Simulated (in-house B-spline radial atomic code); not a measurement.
Values are calculated unless marked as measured or tabulated.
**He in electron gases of falling density**

A nucleus sits in a uniform electron gas with a rigid positive background. The Kohn-Sham equations are solved self-consistently in the spin-unpolarised LDA (PW92), non-relativistic, on B-splines with outgoing waves at the boundary and partial waves to l = 8. The model has no lattice, no bands and no magnetic solution. Atomic units; δ_l are the phase shifts at the Fermi level, counted so that each bound state adds π, and good to about 0.0005.

| r_s (bohr) | k_F | δ0/π | δ1/π | δ2/π | shallowest bound level (hartree) | σ_tr (bohr²) | Q (a.u.) |
| --- | --- | --- | --- | --- | --- | --- | --- |
| 1.5 | 1.2794 | 0.537 | 0.098 | 0.022 | s -0.279 | 8.33 | 0.754 |
| 1.65 | 1.1631 | 0.568 | 0.096 | 0.020 | s -0.302 | 10.32 | 0.638 |
| 1.8 | 1.0662 | 0.596 | 0.093 | 0.018 | s -0.322 | 12.33 | 0.538 |
| 2 | 0.9596 | 0.630 | 0.089 | 0.016 | s -0.344 | 14.91 | 0.427 |
| 2.07 | 0.9271 | 0.641 | 0.087 | 0.015 | s -0.351 | 15.77 | 0.393 |
| 2.2 | 0.8723 | 0.660 | 0.085 | 0.014 | s -0.362 | 17.28 | 0.338 |
| 2.4 | 0.7996 | 0.687 | 0.081 | 0.012 | s -0.377 | 19.39 | 0.268 |
| 2.67 | 0.7188 | 0.719 | 0.075 | 0.010 | s -0.393 | 21.76 | 0.196 |
| 3 | 0.6397 | 0.752 | 0.069 | 0.008 | s -0.409 | 23.91 | 0.135 |
| 3.3 | 0.5816 | 0.778 | 0.064 | 0.006 | s -0.42 | 25.22 | 0.097 |
| 3.6 | 0.5331 | 0.800 | 0.059 | 0.005 | s -0.43 | 26.00 | 0.071 |
| 4 | 0.4798 | 0.824 | 0.054 | 0.004 | s -0.44 | 26.41 | 0.047 |

Q = n k_F σ_tr, with n = 3/(4π r_s³).

(1) How does the screening charge move between partial waves as the gas thins?

(2) What end-to-end powers of r_s do the first and last rows give for σ_tr and Q?

## Answers

(1) By (2/π)(2l + 1) δ_l, at r_s = 1.5 it is s 1.07, p 0.59, d 0.22, f and beyond 0.11, and at r_s = 4 s 1.65, p 0.32, d 0.04, f and beyond -0.01. The free atom is 1s2.

(2) σ_tr goes as r_s^+1.18 and Q as r_s^-2.82. Since n k_F/k_F² goes as r_s⁻², Q = 4π n Σ/k_F would fall as r_s⁻² at fixed phase shifts; the sum Σ (l + 1) sin²(δ_l − δ_(l+1)) is 1.085 in the first row and 0.484 in the last, and ranges from 0.48 to 1.11 between them, so these powers are no law.
